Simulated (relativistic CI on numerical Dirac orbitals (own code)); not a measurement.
# Sn2+: calculation against measurement

Method of calculation: Dirac-Coulomb-Breit CI, separate exchange-only KLI orbitals for each configuration, QED by a radiative potential, valence Slater integrals scaled by 0.85, P86 correlation estimate, and configurations built on the next ion tied to the tabulated ionisation energy (semi-empirical) (own radial code, finite nucleus).

CI space (outside the closed core [Kr] 4d10): 5s2, 5s 5d, 5s 6s, 5s 6p, 5s 5p, 5s 6d, 5s 7s, 5s 5f, 5s 6f, 5p2, 5d2, 5p 5d, 4f2, 5s 4f, 5s 7p, 4f 5p, 5s 5g, 5s 7d, 5p 6s, 5s 7f, 4f 5d. Levels of other configurations are missing.

```tsv
Configuration	Term (tabulated)	J	Measured (cm⁻¹)	Computed	Error	Purity (%)
5s2	1S	0	0.0	0	0	97
5s 5p	3P°	0	53548.0	54737	1189	100
5s 5p	3P°	1	55196.4	56337	1140	99
5s 5p	3P°	2	59228.6	60075	847	100
5s 5p	1P°	1	79911.3	84054	4143	96
5p2	3P	0	127308.5	123718	-3591	97
5p2	1D	2	128204.7	124389	-3815	62
5p2	3P	1	130119.6	126141	-3978	100
5p2	3P	2	134567.2	130309	-4259	86
5s 6s	3S	1	139637.9	140955	1317	100
5s 5d	3D	1	141321.5	142354	1032	99
5s 5d	3D	2	141526.4	142522	996	99
5s 5d	3D	3	141838.1	142782	944	99
5s 6s	1S	0	143590.8	145751	2160	99
5s 5d	1D	2	154115.5	154988	873	68
5s 6p	3P°	0	159939.8	160480	540	99
5s 6p	3P°	1	160215.4	160852	637	96
5s 6p	3P°	2	161438.4	161951	513	99
5s 6p	1P°	1	162725.1	164575	1850	93
5s 4f	3F°	2	179306.8	180322	1015	89
5s 4f	3F° †	3	179343.0	180444	1101	79
5s 4f	3F° †	4	179441.1	180732	1291	93
5s 4f	1F°	3	179702.2	180995	1293	81
5s 7s	3S	1	186688.3	187633	945	100
5s 6d	3D	2	187996.3	188730	734	100
5s 6d	3D	3	188129.0	188842	713	100
5s 6d	1D	2	189689.9	191530	1840	96
5s 5g	3G	5	206133.3	206320	186	100
5s 7d	3D	1	208647.4	209457	809	100
5s 7d	3D	2	208694.9	209493	798	100
5s 7d	3D	3	208775.0	209553	778	100
5p 5d	3P°	1	216752.0	210160	-6592	73
```

Measured levels from Moore, Atomic Energy Levels, vol. III, NSRDS-NBS 35 (1971 reprint of NBS Circular 467, 1958); pairs were made by configuration, J and term (by order where the table uses no LS term), so strongly mixed levels may be paired wrongly. The analysis dates from before 1960.

Mean error by configuration (cm⁻¹): 5s 5p 1830; 5p2 -3911; 5s 6s 1739; 5s 5d 961; 5s 6p 885; 5s 4f 1154; 5s 7s 945; 5s 6d 1095; 5s 5g 186; 5s 7d 795; 5p 5d -6592. Over the excited levels the mean absolute error is 1708 cm⁻¹ (31 of the 34 excited levels that our extract of the source holds in range could be paired, and the others can miss by more), and the median relative error of those above 1,000 cm⁻¹ is 0.72 %. † marks terms whose computed intervals miss the measured ones by more than a factor of 2.5, or configurations far off the rest, from wrong mixing, a near crossing or a doubtful label or measurement; they are left out of the means.
